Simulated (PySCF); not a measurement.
# Mn⁺ (manganese, charge +1): UHF calculation

Configuration: [Ar] 3d5 4s1, high-spin 7S determinant. Calculation: PySCF 2.14, in 6-31G* (5s4p2d1f, 34 functions); the non-relativistic Hamiltonian (point nucleus).

```
Total energy                                     : -1149.501429 hartree
One-electron energy                              : -1578.0063 hartree
Hartree (Coulomb) energy                         : 479.4067 hartree
Exchange energy                                  : -50.9018 hartree
Kinetic energy                                   : 1149.26080 hartree
⟨S²⟩                                             : 12.0002
⟨L²⟩                                             : 0.000
Sum of ⟨r⟩                                       : 17.87 bohr
Sum of ⟨r²⟩                                      : 25.80 bohr²
Density at the nucleus (Gaussians lack the cusp) : 9930 bohr⁻³
Spin density at the nucleus                      : 3.22 bohr⁻³
Langevin diamagnetic susceptibility              : -20.4 ×10⁻⁶ cm³/mol
Time after the integrals                         : 0.13 s of wall time on 1 thread of Neoverse-N1 (shared host)
```

```tsv
shell	electrons	mean orbital energy (eV)	rms radius, mean of both spins (bohr)
1s α	1	-6552.9	0.0713
1s β	1	-6552.8	0.0713
2s α	1	-801.93	0.305
2s β	1	-798.21	0.305
2p α	3	-685.01	0.274
2p β	3	-681.42	0.274
3s α	1	-117.29	0.924
3s β	1	-105.85	0.924
3p α	3	-82.101	0.991
3p β	3	-68.415	0.991
3d α	5	-24.993	1.24
4s α	1	-14.597	3.15
```
